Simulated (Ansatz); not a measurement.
`[OH][In-]([OH])([OH])[NH2+][SiH3]`, relaxed with RKS PBE-D4/def2-SVP in Ansatz 0.2.0 from a rough embedded geometry. The force threshold is 0.03 eV/Å; the program also tests the step.

The species carries charge 0 and has multiplicity 1. In takes the def2 core potential.

Start:

```xyz
14

O     2.794   -0.643    0.865
In    0.941   -0.826    0.156
O    -0.037   -2.060    1.370
O     0.916   -1.614   -1.718
N    -0.040    1.045    0.146
Si   -1.709    0.809   -0.473
H     2.775    0.247    1.324
H    -0.546   -1.506    2.011
H     0.935   -0.817   -2.335
H     0.471    1.679   -0.517
H    -0.048    1.430    1.083
H    -1.685    0.223   -1.833
H    -2.372    2.146   -0.499
H    -2.394   -0.114    0.418
```

```json
{"step": "1", "energy (eV)": "-20792.6609", "largest force (eV/Å)": "2.893", "largest move (Å)": "0.000"}
{"step": "2", "energy (eV)": "-20793.3451", "largest force (eV/Å)": "1.490", "largest move (Å)": "0.191"}
{"step": "3", "energy (eV)": "-20793.3902", "largest force (eV/Å)": "2.401", "largest move (Å)": "0.193"}
{"step": "4", "energy (eV)": "-20793.6087", "largest force (eV/Å)": "0.304", "largest move (Å)": "0.200"}
{"step": "5", "energy (eV)": "-20793.6486", "largest force (eV/Å)": "0.279", "largest move (Å)": "0.200"}
{"step": "6", "energy (eV)": "-20793.6996", "largest force (eV/Å)": "0.197", "largest move (Å)": "0.200"}
{"step": "7", "energy (eV)": "-20793.7139", "largest force (eV/Å)": "0.238", "largest move (Å)": "0.200"}
{"step": "8", "energy (eV)": "-20793.7476", "largest force (eV/Å)": "0.165", "largest move (Å)": "0.142"}
{"step": "9", "energy (eV)": "-20793.7779", "largest force (eV/Å)": "0.140", "largest move (Å)": "0.200"}
{"step": "10", "energy (eV)": "-20793.8023", "largest force (eV/Å)": "0.128", "largest move (Å)": "0.200"}
{"step": "11 (rejected)", "energy (eV)": "-20793.7933", "largest force (eV/Å)": "1.304", "largest move (Å)": "0.192"}
{"step": "12", "energy (eV)": "-20793.8156", "largest force (eV/Å)": "0.047", "largest move (Å)": "0.096"}
{"step": "13", "energy (eV)": "-20793.8268", "largest force (eV/Å)": "0.401", "largest move (Å)": "0.097"}
{"step": "14", "energy (eV)": "-20793.8497", "largest force (eV/Å)": "0.267", "largest move (Å)": "0.150"}
{"step": "15", "energy (eV)": "-20793.8718", "largest force (eV/Å)": "0.598", "largest move (Å)": "0.191"}
{"step": "16", "energy (eV)": "-20793.8842", "largest force (eV/Å)": "0.964", "largest move (Å)": "0.192"}
{"step": "17", "energy (eV)": "-20793.9113", "largest force (eV/Å)": "0.806", "largest move (Å)": "0.193"}
{"step": "18", "energy (eV)": "-20793.9359", "largest force (eV/Å)": "0.524", "largest move (Å)": "0.112"}
{"step": "19", "energy (eV)": "-20793.9642", "largest force (eV/Å)": "0.169", "largest move (Å)": "0.193"}
{"step": "20", "energy (eV)": "-20793.9775", "largest force (eV/Å)": "0.315", "largest move (Å)": "0.200"}
{"step": "21", "energy (eV)": "-20793.9919", "largest force (eV/Å)": "0.469", "largest move (Å)": "0.199"}
{"step": "22", "energy (eV)": "-20794.0003", "largest force (eV/Å)": "0.159", "largest move (Å)": "0.057"}
{"step": "23 (rejected)", "energy (eV)": "-20793.9986", "largest force (eV/Å)": "0.393", "largest move (Å)": "0.075"}
{"step": "24", "energy (eV)": "-20794.0036", "largest force (eV/Å)": "0.044", "largest move (Å)": "0.036"}
{"step": "25", "energy (eV)": "-20794.0063", "largest force (eV/Å)": "0.117", "largest move (Å)": "0.079"}
{"step": "26", "energy (eV)": "-20794.0077", "largest force (eV/Å)": "0.058", "largest move (Å)": "0.075"}
{"step": "27", "energy (eV)": "-20794.0085", "largest force (eV/Å)": "0.040", "largest move (Å)": "0.024"}
{"step": "28", "energy (eV)": "-20794.0088", "largest force (eV/Å)": "0.017", "largest move (Å)": "0.018"}
```

End:

```xyz
14

O     2.624    0.027    1.232
In    1.162   -0.739    0.037
O    -0.529   -1.504    0.940
O     1.519   -1.248   -1.901
N    -0.168    1.121   -0.398
Si   -1.883    0.787    0.145
H     2.515   -0.365    2.121
H    -0.829   -2.295    0.453
H     2.478   -1.390   -2.017
H    -0.104    1.294   -1.412
H     0.240    1.945    0.069
H    -2.445   -0.339   -0.658
H    -2.658    2.029   -0.241
H    -1.921    0.678    1.631
```

It took 49 s on 4 threads of an Arm Neoverse V2 on a shared host, with 0.2 GiB of host memory at the peak.
